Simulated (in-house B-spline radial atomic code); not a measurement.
Response of neutral argon as one setting changes: the radius of a hard wall (bohr). Method: PBE. A dash marks a strongly mixed or unbound state. A box has no continuum, so excitations may lie above minus the highest level. Computed with a B-spline radial code for spherical atoms: linear response of the closed shell [Ne] 3s2 3p6 with the functional's adiabatic kernel; non-relativistic, point nucleus, no spin-orbit coupling, no double excitations, S, P, D and F terms only. Only terms of natural parity with L up to 3 were computed.

```json
{"radius of a hard wall (bohr)": "2.5", "lowest 1P (eV)": "3p → 3d 35.36", "lowest 3P, Tamm-Dancoff (eV)": "3p → 3d 22.418", "minus highest occupied level (eV)": "-10.064", "α (bohr³)": "2.672"}
{"radius of a hard wall (bohr)": "3", "lowest 1P (eV)": "3p → 3d 31.83", "lowest 3P, Tamm-Dancoff (eV)": "3p → 3d 20.497", "minus highest occupied level (eV)": "0.666", "α (bohr³)": "3.982"}
{"radius of a hard wall (bohr)": "3.5", "lowest 1P (eV)": "3p → 3d 28.752", "lowest 3P, Tamm-Dancoff (eV)": "3p → 3d 18.939", "minus highest occupied level (eV)": "5.568", "α (bohr³)": "5.427"}
{"radius of a hard wall (bohr)": "4", "lowest 1P (eV)": "?", "lowest 3P, Tamm-Dancoff (eV)": "?", "minus highest occupied level (eV)": "?", "α (bohr³)": "?"}
{"radius of a hard wall (bohr)": "4.5", "lowest 1P (eV)": "3p → 4s 20.086", "lowest 3P, Tamm-Dancoff (eV)": "3p → 3d 16.870", "minus highest occupied level (eV)": "9.094", "α (bohr³)": "8.183"}
{"radius of a hard wall (bohr)": "5.5", "lowest 1P (eV)": "?", "lowest 3P, Tamm-Dancoff (eV)": "?", "minus highest occupied level (eV)": "?", "α (bohr³)": "?"}
{"radius of a hard wall (bohr)": "6.5", "lowest 1P (eV)": "3p → 4s 12.707", "lowest 3P, Tamm-Dancoff (eV)": "3p → 4s 12.290", "minus highest occupied level (eV)": "10.213", "α (bohr³)": "11.23"}
{"radius of a hard wall (bohr)": "8", "lowest 1P (eV)": "3p → 4s 11.175", "lowest 3P, Tamm-Dancoff (eV)": "3p → 4s 10.889", "minus highest occupied level (eV)": "10.278", "α (bohr³)": "11.81"}
{"radius of a hard wall (bohr)": "10", "lowest 1P (eV)": "3p → 4s 10.445", "lowest 3P, Tamm-Dancoff (eV)": "3p → 4s 10.240", "minus highest occupied level (eV)": "10.286", "α (bohr³)": "11.93"}
{"radius of a hard wall (bohr)": "15", "lowest 1P (eV)": "3p → 4s 10.057", "lowest 3P, Tamm-Dancoff (eV)": "3p → 4s 9.916", "minus highest occupied level (eV)": "10.286", "α (bohr³)": "11.94"}
```

Task: What belongs in the row for 5.5?

Result: lowest 1P (eV): 3p → 4s 15.031; lowest 3P, Tamm-Dancoff (eV): 3p → 4s 14.454; minus highest occupied level (eV): 9.985; α (bohr³): 10.16.

Task: What belongs in the row for 4?

Result: lowest 1P (eV): 3p → 4s 24.923; lowest 3P, Tamm-Dancoff (eV): 3p → 3d 17.768; minus highest occupied level (eV): 7.925; α (bohr³): 6.868.
